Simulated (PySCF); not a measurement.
# Electron correlation in O(2+) (oxygen, charge +2)

[He] 2s2 2p2, high-spin 3P determinant. Computed with PySCF 2.14 in cc-pVTZ (4s3p2d1f, 30 functions), with no relativity, point nucleus. Frozen: 1s2; 4 electrons correlated.

MP2 pair energies summed by pair of shells (mhartree):

```csv
pair,energy,share (%)
2s-2p,-45.31,60.6
2s-2s,-21.90,29.3
2p-2p,-7.57,10.1
```

Total MP2 correlation energy: -74.79 mhartree.

Same-spin part -13.03 and opposite-spin part -61.76 mhartree; SCS-MP2 scales them by 1/3 and 6/5 to -78.45 mhartree.

```json
{"level": "CCSD", "correlation energy (mhartree)": "-96.44"}
{"level": "(T)", "correlation energy (mhartree)": "-1.31"}
{"level": "CCSD(T)", "correlation energy (mhartree)": "-97.75"}
```

Diagnostics: T1 = 0.0047, D1 = 0.0096, largest double amplitude 0.122.

Is a single reference adequate?

Mostly. T1 lies below 0.03, but a double amplitude of this size points to a near-degeneracy that CCSD handles and MP2 describes poorly.
